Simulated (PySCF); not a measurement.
C2H7FSn (SMILES C[CH2][SnH2][F]), singlet, geometry from GFN2-xTB (such geometries of metal compounds can be far from the true shape) (all electrons, no relativity), with bond 2-1 at 1.4 times its length; PySCF with CASSCF(2,3)/STO-3G.

The PySCF input:
```python
from pyscf import gto, scf, mcscf
import numpy

mol = gto.M(
    atom='''
Sn    0.452508    0.270558    0.226971
F     1.504572   -1.515718   -1.571804
C    -1.601003   -0.446161    0.491138
C    -2.437654   -0.262484   -0.757392
H     0.718584    1.727321   -0.612455
H     1.570998    0.127392    1.506018
H    -2.037860    0.079043    1.337787
H    -1.512699   -1.500540    0.750018
H    -2.531962    0.789559   -1.020830
H    -3.437788   -0.660401   -0.589561
H    -1.998550   -0.790227   -1.601209
''',
    basis='sto-3g',
    charge=0,
    spin=0,
    verbose=4,
)

mf = scf.RHF(mol)
mf.kernel()
mc = mcscf.CASSCF(mf, 3, 2)
mc.fix_spin_(ss=0.0)
mc.kernel()
occ = numpy.linalg.eigvalsh(mc.fcisolver.make_rdm1(mc.ci, mc.ncas, mc.nelecas))[::-1]
ss = mc.fcisolver.spin_square(mc.ci, mc.ncas, mc.nelecas)[0]
print('natural occupations', occ.round(4), ' <S^2>', round(ss, 4))
```

Problem. Predict the main parts of the log of this PySCF run.

Solution. 
```
PySCF version 2.14.0

[INPUT] verbose = 4
[INPUT] num. atoms = 11
[INPUT] num. electrons = 78
[INPUT] charge = 0
[INPUT] spin (= nelec alpha-beta = 2S) = 0
[INPUT] symmetry False subgroup None
[INPUT] Mole.unit = angstrom
[INPUT] Symbol           X                Y                Z      unit          X                Y                Z       unit  Magmom
[INPUT]  1 Sn     0.452508000000   0.270558000000   0.226971000000 AA    0.855116189175   0.511280520810   0.428913028219 Bohr   0.0
[INPUT]  2 F      1.504572000000  -1.515718000000  -1.571804000000 AA    2.843229014689  -2.864291902074  -2.970279081496 Bohr   0.0
[INPUT]  3 C     -1.601003000000  -0.446161000000   0.491138000000 AA   -3.025457194607  -0.843122097462   0.928116309367 Bohr   0.0
[INPUT]  4 C     -2.437654000000  -0.262484000000  -0.757392000000 AA   -4.606498446451  -0.496022872080  -1.431263448937 Bohr   0.0
[INPUT]  5 H      0.718584000000   1.727321000000  -0.612455000000 AA    1.357926957494   3.264163619210  -1.157372213620 Bohr   0.0
[INPUT]  6 H      1.570998000000   0.127392000000   1.506018000000 AA    2.968755962239   0.240735990461   2.845961558665 Bohr   0.0
[INPUT]  7 H     -2.037860000000   0.079043000000   1.337787000000 AA   -3.850997280206   0.149369622064   2.528051043004 Bohr   0.0
[INPUT]  8 H     -1.512699000000  -1.500540000000   0.750018000000 AA   -2.858586818903  -2.835609638955   1.417328608494 Bohr   0.0
[INPUT]  9 H     -2.531962000000   0.789559000000  -1.020830000000 AA   -4.784714737806   1.492050269185  -1.929089119740 Bohr   0.0
[INPUT] 10 H     -3.437788000000  -0.660401000000  -0.589561000000 AA   -6.496477794316  -1.247977022389  -1.114108823725 Bohr   0.0
[INPUT] 11 H     -1.998550000000  -0.790227000000  -1.601209000000 AA   -3.776712146250  -1.493312606237  -3.025846478189 Bohr   0.0

nuclear repulsion = 347.928091084956
number of shells = 27
number of NR pGTOs = 147
number of NR cGTOs = 49
basis = sto-3g
ecp = {}

******** <class 'pyscf.scf.hf.RHF'> ********
method = RHF
initial guess = minao
damping factor = 0
level_shift factor = 0
DIIS = <class 'pyscf.scf.diis.CDIIS'>
diis_start_cycle = 1
diis_space = 8
diis_damp = 0
SCF conv_tol = 1e-09
SCF conv_tol_grad = None
SCF max_cycles = 50
direct_scf = True
direct_scf_tol = 1e-13
Set gradient conv threshold to 3.16228e-05
Initial guess from minao.
init E= -6122.78917916755
  HOMO = -0.512076983246289  LUMO = -0.339618837359282  gap/eV = 4.69283
cycle= 1 E= -6139.8705251515  delta_E= -17.1  |g|= 0.453  |ddm|= 3.57
  HOMO = 0.078585777823211  LUMO = 0.267275005798192  gap/eV = 5.13450
cycle= 2 E= -6140.04045422271  delta_E= -0.17  |g|= 0.228  |ddm|= 1.73
  HOMO = -0.196793551742923  LUMO = 0.201636110677955  gap/eV = 10.84182
cycle= 3 E= -6140.06916635258  delta_E= -0.0287  |g|= 0.0514  |ddm|= 0.581
  HOMO = -0.210597133406803  LUMO = 0.200913316749633  gap/eV = 11.19777
cycle= 4 E= -6140.0715120035  delta_E= -0.00235  |g|= 0.0116  |ddm|= 0.152
  HOMO = -0.213255416499759  LUMO = 0.198198106697951  gap/eV = 11.19622
cycle= 5 E= -6140.07162389724  delta_E= -0.000112  |g|= 0.00269  |ddm|= 0.0364
  HOMO = -0.213106337974745  LUMO = 0.197840407372197  gap/eV = 11.18243
cycle= 6 E= -6140.07162810511  delta_E= -4.21e-06  |g|= 0.000638  |ddm|= 0.00611
  HOMO = -0.213419616515669  LUMO = 0.19766750037905  gap/eV = 11.18625
cycle= 7 E= -6140.07162841732  delta_E= -3.12e-07  |g|= 9.44e-05  |ddm|= 0.00192
  HOMO = -0.213426124596718  LUMO = 0.197668590663916  gap/eV = 11.18646
cycle= 8 E= -6140.07162842883  delta_E= -1.15e-08  |g|= 5.38e-05  |ddm|= 0.000288
  HOMO = -0.213425579596624  LUMO = 0.197666175788964  gap/eV = 11.18638
cycle= 9 E= -6140.07162843533  delta_E= -6.5e-09  |g|= 3.64e-05  |ddm|= 0.000237
  HOMO = -0.213423458528405  LUMO = 0.197665643577708  gap/eV = 11.18630
cycle= 10 E= -6140.07162844078  delta_E= -5.45e-09  |g|= 8.49e-06  |ddm|= 0.000404
  HOMO = -0.213425366025314  LUMO = 0.197666549152905  gap/eV = 11.18638
cycle= 11 E= -6140.07162844103  delta_E= -2.44e-10  |g|= 8.44e-07  |ddm|= 0.000102
  HOMO = -0.213425477032413  LUMO = 0.197666338795377  gap/eV = 11.18638
Extra cycle  E= -6140.07162844104  delta_E= -1.09e-11  |g|= 3.4e-07  |ddm|= 1.92e-06
converged SCF energy = -6140.07162844104

******** <class 'pyscf.mcscf.mc1step.CASSCF'> ********
CAS (1e+1e, 3o), ncore = 38, nvir = 8
max_cycle_macro = 50
max_cycle_micro = 4
conv_tol = 1e-07
conv_tol_grad = None
orbital rotation max_stepsize = 0.02
orbital rotation threshold for CI restart = 0.01
augmented hessian ah_max_cycle = 30
augmented hessian ah_conv_tol = 1e-12
augmented hessian ah_linear dependence = 1e-14
augmented hessian ah_level shift = 1e-08
augmented hessian ah_start_tol = 2.5
augmented hessian ah_start_cycle = 3
augmented hessian ah_grad_trust_region = 3
kf_trust_region = 3
kf_interval = 4
ci_response_space = 4
ci_grad_trust_region = 3
with_dep4 0
natorb = False
canonicalization = True
sorting_mo_energy = False
ao2mo_level = 2
internal_rotation = False
******** <class 'pyscf.fci.addons.SpinPenaltyFCISolver'> ********
max. cycles = 50
conv_tol = 1e-08
davidson only = True
linear dependence = 1e-12
level shift = 0.001
max iter space = 12
nroots = 1
pspace_size = 400
spin = None
CASCI E = -6140.16311939687  S^2 = 0.0000000
Set conv_tol_grad to 0.000316228
macro iter   1 ( 15 JK    4 micro), CASSCF E = -6140.16886371787  dE = -5.74432099e-03  S^2 = 0.0000000
               |grad[o]|=0.0558  |grad[c]|=0.00841  |ddm|=0.0186  |maxRot[o]|=0.0759
macro iter   2 (  8 JK    3 micro), CASSCF E = -6140.16887977550  dE = -1.60576310e-05  S^2 = 0.0000000
               |grad[o]|=0.00219  |grad[c]|=9.97e-05  |ddm|=0.000681  |maxRot[o]|=0.005
macro iter   3 (  6 JK    1 micro), CASSCF E = -6140.16887980981  dE = -3.43115971e-08  S^2 = 0.0000000
               |grad[o]|=3.12e-05  |grad[c]|=2.97e-05  |ddm|=7.75e-05  |maxRot[o]|=0.0127
macro iter   4 (  6 JK    1 micro), CASSCF E = -6140.16887988037  dE = -7.05567800e-08  S^2 = 0.0000000
               |grad[o]|=9.19e-05  |grad[c]|=1.6e-05  |ddm|=3.8e-05  |maxRot[o]|=0.024
macro iter   5 (  1 JK    1 micro), CASSCF E = -6140.16887988041  dE = -4.63842298e-11  S^2 = 0.0000000
               |grad[o]|=2.34e-05  |grad[c]|=4.73e-06  |ddm|=1.28e-05  |maxRot[o]|=    0
1-step CASSCF converged in   5 macro ( 36 JK  10 micro) steps
CASSCF canonicalization
Density matrix diagonal elements [1.62365721 0.37383637 0.00250642]
CASSCF energy = -6140.16887988041
CASCI E = -6140.16887988041  E(CI) = -1.11018103678998  S^2 = 0.0000000
natural occupations [1.6319 0.3681 0.    ]  <S^2> 0.0
```
